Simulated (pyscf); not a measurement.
This saddle point was located with ωB97X-D3(BJ)/def2-SVP in PySCF.

```xyz
5

N      0.1609     0.9490    -0.2344
N      0.6548    -0.3028    -0.7394
H      0.2938     0.8447     0.7817
H     -0.5108    -0.0599    -0.4360
H      0.5783    -0.1750    -1.7586
```
Charge 0, spin multiplicity 2.

Surface: doublet, charge 0. Lowest wavenumbers (cm⁻¹): 2057i, 1028, 1079, 1172, 1219.

Task: Which two sides does it connect, and which bonds change?

Result: •HN–NH₂ (SMILES [NH]N) ⇌ •HN–NH₂ (SMILES [NH]N), a hydrogen shift read from left to right: H–N broken and H–N formed. At CCSD(T)/def2-TZVPP + ΔMP2(QZVPP) it lies +2.16 eV from the left side and +2.16 eV from the right (each side as separated species at their lowest minima found). This is the saddle that the search found; another between the same sides may lie lower. The CCSD(T) − MP2 part came from Ansatz, without density fitting, on the same reference.
